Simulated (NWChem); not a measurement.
AlSiH₅O₂; SMILES [OH][AlH][O][SiH3]

```xyz
9

Al    -0.6365     1.2939     0.0090
H     -2.1559     1.6797     0.0414
O      0.4916     2.5584    -0.0144
H      1.4466     2.4868    -0.0338
O     -0.1363    -0.3280    -0.0020
Si     0.2088    -1.9367    -0.0019
H     -0.9590    -2.7289     0.4927
H      1.3790    -2.2153     0.8865
H      0.5432    -2.3941    -1.3856
```
Atoms are numbered in this order, from 1.

Computed with NWChem. Geometry: optimised at PBE0/def2-SVP. Vzz is the largest principal value of the second derivative of the potential at the nucleus (NWChem prints the opposite sign); η is the asymmetry. Non-relativistic.

```csv
level,Vzz Al1 (a.u.),η Al1,Vzz O3 (a.u.),η O3,Vzz O5 (a.u.),η O5
PBE/cc-pVTZ,1.100,0.24,1.298,0.04,0.819,0.30
PBE/def2-TZVP,1.064,0.29,1.303,0.05,0.802,0.30
Hartree-Fock/def2-TZVP,1.199,0.24,1.412,0.05,0.807,0.30
Hartree-Fock/def2-SVP,…,…,…,…,…,…
```

Task: What belongs in the gaps?

Result: 
- Hartree-Fock/def2-SVP, Vzz Al1 (a.u.): 0.942
- Hartree-Fock/def2-SVP, η Al1: 0.33
- Hartree-Fock/def2-SVP, Vzz O3 (a.u.): 1.468
- Hartree-Fock/def2-SVP, η O3: 0.09
- Hartree-Fock/def2-SVP, Vzz O5 (a.u.): 0.868
- Hartree-Fock/def2-SVP, η O5: 0.23
